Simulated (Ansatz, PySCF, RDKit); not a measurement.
Dimer: H2O (SMILES O) (first 3 atoms) with C2H3N (SMILES CC#N); geometry from B3LYP-D3(BJ)/def2-TZVP, rigid monomers moved along the line of their centres of mass till H2···N6 is 2.88 Å.
(charge 0, multiplicity 1):
```xyz
9

O     -0.12078     0.16147    -0.88121
H      0.02235     0.11252     0.07555
H     -1.04094     0.42390    -0.97768
C      0.95853    -0.19279     5.44860
C      0.58841    -0.07809     4.04829
N      0.29842     0.01185     2.94142
H      1.36745    -1.18384     5.64614
H      1.71070     0.55581     5.69811
H      0.08375    -0.03911     6.08070
```

Monomers are frozen at their geometry in the pair; levels with a basis set take the counterpoise correction. Rows marked so take none. RDKit's UFF carries no charges.

Rows in 6-31G* carry no dispersion term and start afresh at each structure (6-31G* with six Cartesian d functions). MP2/6-31G* freezes PySCF's default core.

Run with Ansatz (Gaussian orbitals); PySCF for 6-31G* rows, the dispersion terms; RDKit for the force fields. Each number belongs to the level named beside it.

### Question
One of these levels gives -3.06 kcal/mol for the interaction energy. Name it.
A) MP2/6-31G* (no counterpoise)
B) UFF
C) HF/aug-cc-pVDZ
D) PBE-D3(BJ)/def2-TZVPPD

### Answer
D, PBE-D3(BJ)/def2-TZVPPD. The others give -0.16 (UFF), -2.68 (HF/aug-cc-pVDZ), -3.51 (MP2/6-31G* (no counterpoise))

Ansatz is an electronic-structure program.
